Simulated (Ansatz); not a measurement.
The cluster Au3, relaxed as a doublet with UKS PBE0-D4/def2-TZVP in Ansatz, starting from the GFN2-xTB geometry. Force threshold 0.02 eV/Å.

In the def2 sets Au takes a core potential; there is no spin–orbit coupling. The relaxation made no stability test and no search for a lower SCF solution. The structure comes from a short search, and lower isomers may exist.

Start:

Cartesian coordinates in Å:
```
Au 1.1599 1.1206 1.8545
Au -1.6168 -0.9634 -1.5801
Au 0.4569 -0.1572 -0.2745
```

```
step  energy (eV)  largest force component (eV/Å)  SCF passes
   1  -11081.0064                           0.044          19
   2  -11081.0086                           0.041          31
   3  -11081.0141                           0.021          28
   4  -11081.0142                           0.000          30
```

Force components are those of the run's own axes.

End:

| atom | x (Å) | y (Å) | z (Å) |
| --- | --- | --- | --- |
| Au1 | 1.034 | 1.098 | 1.820 |
| Au2 | -1.623 | -0.896 | -1.467 |
| Au3 | 0.589 | -0.202 | -0.353 |

By distances, no bond broke or formed. The bond that changes most is Au1–Au3, from 2.58 to 2.57 Å (atoms count from 1).

No frequencies were taken in this run, so the end may be a saddle point.

Hardware: 4 threads of Arm Neoverse V2 on a shared host. Wall time 11 s.
